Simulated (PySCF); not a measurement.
Field gradients from PBE0/pcSseg-1 densities (PySCF, non-relativistic) at GFN2-xTB geometries, isolated species, one conformer each; χzz is the principal value of largest magnitude, with Q(14N) = 0.02044 b, Q(17O) = −0.0256 b. GFN2-xTB bond lengths can be off by several hundredths of an ångström, more for odd bonds, and the gradients follow them. The basis is small and wasn't made for field gradients, so the couplings can be 20 % off.

Question: Rank these 14N sites by the size of the quadrupole coupling, smallest first.
A. The nitrile nitrogen of `N#CC1=C[C@@H]2C=C(F)[C@H]1O2`
B. N7 (pyrrole-type nitrogen) in `[CH3:1][c:2]1[cH:3][cH:4][cH:5][c:6](-[n:7]2[cH:8][n:9][n:10][cH:11]2)[cH:12]1`
C. N5 (pyridine-type nitrogen) in `[CH2:1]=[CH:2][n:3]1[n:4][n:5][c:6]2[cH:7][c:8]([CH3:9])[cH:10][cH:11][c:12]12`
D. N3 (pyrrole-type nitrogen) in `[CH3:1][CH2:2][n:3]1[c:4]([SiH3:5])[n:6][n:7][c:8]1[Cl:9]`
E. The primary amine nitrogen of `NC[C@@H]1[SiH2][SiH2][SiH2]C1=O`
F. The pyrrole-type nitrogen of `Cc1pc2ccccc2n1C`

Answer: B (2.628 MHz), D (2.911 MHz), F (3.555 MHz), A (4.668 MHz), E (4.903 MHz), C (5.182 MHz).

Q: These 17O couplings (χzz in MHz, η) are listed in rising order: (-10.19, 0.38); (-7.108, 0.10); (9.208, 0.12); (11.45, 0.30); (12.57, 0.52); (13.76, 0.75). Assign them to: the silyl ether oxygen of `[H]/N=C\CO[Si@@H]([SiH3])C#N`; the carbonyl oxygen of `NC[C@@H]1[SiH2][SiH2][SiH2]C1=O`; the siloxane oxygen of `CC[SiH2][Si@@H](C#N)O[SiH3]`; the aldehyde oxygen of `CN1CCC(C=O)=C1F`; the cyclic ether oxygen of `N#CC1=C[C@@H]2C=C(F)[C@H]1O2`; the amide oxygen of `CN(C)C(=O)[C@@H]1C=C1F`.

A: -10.19 MHz, η 0.38: the silyl ether oxygen of `[H]/N=C\CO[Si@@H]([SiH3])C#N`; -7.108 MHz, η 0.10: the siloxane oxygen of `CC[SiH2][Si@@H](C#N)O[SiH3]`; 9.208 MHz, η 0.12: the amide oxygen of `CN(C)C(=O)[C@@H]1C=C1F`; 11.45 MHz, η 0.30: the aldehyde oxygen of `CN1CCC(C=O)=C1F`; 12.57 MHz, η 0.52: the carbonyl oxygen of `NC[C@@H]1[SiH2][SiH2][SiH2]C1=O`; 13.76 MHz, η 0.75: the cyclic ether oxygen of `N#CC1=C[C@@H]2C=C(F)[C@H]1O2`.

All sites together:

| nucleus | site | Vzz (au) | η | χzz (MHz) |
| --- | --- | --- | --- | --- |
| 14N | N3 (pyrrole-type nitrogen) in [CH3:1][CH2:2][n:3]1[c:4]([SiH3:5])[n:6][n:7][c:8]1[Cl:9] | -0.606 | 0.20 | -2.911 |
| 14N | the pyrrole-type nitrogen of Cc1pc2ccccc2n1C | -0.740 | 0.18 | -3.555 |
| 14N | N5 (pyridine-type nitrogen) in [CH2:1]=[CH:2][n:3]1[n:4][n:5][c:6]2[cH:7][c:8]([CH3:9])[cH:10][cH:11][c:12]12 | -1.079 | 0.04 | -5.182 |
| 14N | N7 (pyrrole-type nitrogen) in [CH3:1][c:2]1[cH:3][cH:4][cH:5][c:6](-[n:7]2[cH:8][n:9][n:10][cH:11]2)[cH:12]1 | -0.547 | 0.27 | -2.628 |
| 14N | the nitrile nitrogen of N#CC1=C[C@@H]2C=C(F)[C@H]1O2 | -0.972 | 0.05 | -4.668 |
| 14N | the primary amine nitrogen of NC[C@@H]1[SiH2][SiH2][SiH2]C1=O | -1.021 | 0.13 | -4.903 |
| 17O | the silyl ether oxygen of [H]/N=C\CO[Si@@H]([SiH3])C#N | 1.694 | 0.38 | -10.19 |
| 17O | the carbonyl oxygen of NC[C@@H]1[SiH2][SiH2][SiH2]C1=O | -2.090 | 0.52 | 12.57 |
| 17O | the siloxane oxygen of CC[SiH2][Si@@H](C#N)O[SiH3] | 1.182 | 0.10 | -7.108 |
| 17O | the aldehyde oxygen of CN1CCC(C=O)=C1F | -1.903 | 0.30 | 11.45 |
| 17O | the cyclic ether oxygen of N#CC1=C[C@@H]2C=C(F)[C@H]1O2 | -2.287 | 0.75 | 13.76 |
| 17O | the amide oxygen of CN(C)C(=O)[C@@H]1C=C1F | -1.531 | 0.12 | 9.208 |
